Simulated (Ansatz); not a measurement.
Mulliken charges of BFH2OSi (`FB1O[SiH2]1`) from r2SCAN/def2-TZVPP in Ansatz (PBE0-D4/def2-TZVP geometry).

```csv
atom,x (Å),y (Å),z (Å),charge (e)
F1,0.368,-2.252,0.866,-0.263
B2,0.222,-1.033,0.416,0.398
O3,1.039,0.032,0.490,-0.300
Si4,-0.382,0.568,-0.380,0.277
H5,-0.082,0.985,-1.769,-0.056
H6,-1.122,1.637,0.331,-0.056
```

Question: By hand: the dipole of these point charges (1 e Å = 4.8032 D).

Answer: Σ q r = (-0.359, 0.182, -0.234) e Å, of length 0.466 e Å = 2.24 D.

Question: How does the dipole of the full density compare? (Estimate.)

Answer: Computed: (-0.238, 0.211, -0.183) e Å, 1.76 D; the point charges give 1.27 times that, at 13° from its direction.

Point charges leave out the atoms' own dipoles, such as those of lone pairs, and Mulliken's split depends on the basis, so the two needn't agree.
